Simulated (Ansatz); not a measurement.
Start from `ClB1CC1` and change one atom or group to get `CCB1CC1`.

Ansatz, PBE0-D4/def2-TZVP geometries, multiplicity 1. Each molecule was computed in one conformer, which needn't be the lowest.

| property | `ClB1CC1` |
| --- | --- |
| LUMO energy (PBE/def2-TZVPP) / eV | -2.14 |
| HOMO energy (PBE0/def2-TZVPP) / eV | -7.27 |
| size of the dipole moment (PBE/def2-TZVPP) / D | 0.82 |
| LUMO energy (PBE0/def2-TZVPP) / eV | -1.14 |
| HOMO energy (ωB97M-V/def2-TZVPP) / eV | -9.52 |
| LUMO energy (ωB97M-V/def2-TZVPP) / eV | 0.96 |

What does the change do to each property? (Best estimate.)

Ansatz gave: 
```tsv
property	`CCB1CC1`	shift
LUMO energy (PBE/def2-TZVPP) / eV	-1.71	0.43
HOMO energy (PBE0/def2-TZVPP) / eV	-6.91	0.36
size of the dipole moment (PBE/def2-TZVPP) / D	0.58	-0.24
LUMO energy (PBE0/def2-TZVPP) / eV	-0.69	0.45
HOMO energy (ωB97M-V/def2-TZVPP) / eV	-9.20	0.32
LUMO energy (ωB97M-V/def2-TZVPP) / eV	1.29	0.33
```

With PBE0 the HOMO rises by 0.36 eV and the LUMO rises by 0.45 eV, so the gap widens by about 0.09 eV. PBE moves the HOMO by 0.34 eV and ωB97M-V by 0.32 eV. Dipoles are sizes alone; their direction can turn.
